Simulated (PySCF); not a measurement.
C₃H₇O, SMILES CC(C)=[OH+], charge +1. Geometry: B3LYP-D3(BJ)/def2-SVP. The isomer is the one that the SMILES or the coordinates give; other isomers of the formula were not compared.

Computed equilibrium geometry at B3LYP-D3(BJ)/def2-SVP (PySCF confirms it by a frequency run) as bond lengths and angles:
Atoms: C1 C2 C3 O4 H5 H6 H7 H8 H9 H10 H11. Bonds (Å): C1–C2 1.470, C1–H5 1.100, C1–H6 1.110, C1–H7 1.098, C2–C3 1.474, C2–O4 1.276, C3–H8 1.100, C3–H9 1.109, C3–H10 1.102, O4–H11 0.980. Angles (°): C2–C1–H5 111.2, C2–C1–H6 106.6, C2–C1–H7 111.8, H5–C1–H6 106.3, H5–C1–H7 112.3, H6–C1–H7 108.3, C1–C2–C3 122.5, C1–C2–O4 116.0, C3–C2–O4 121.5, C2–C3–H8 113.5, C2–C3–H9 107.1, C2–C3–H10 110.4, H8–C3–H9 108.9, H8–C3–H10 110.8, H9–C3–H10 105.8, C2–O4–H11 114.6.
Charge +1, spin multiplicity 1.
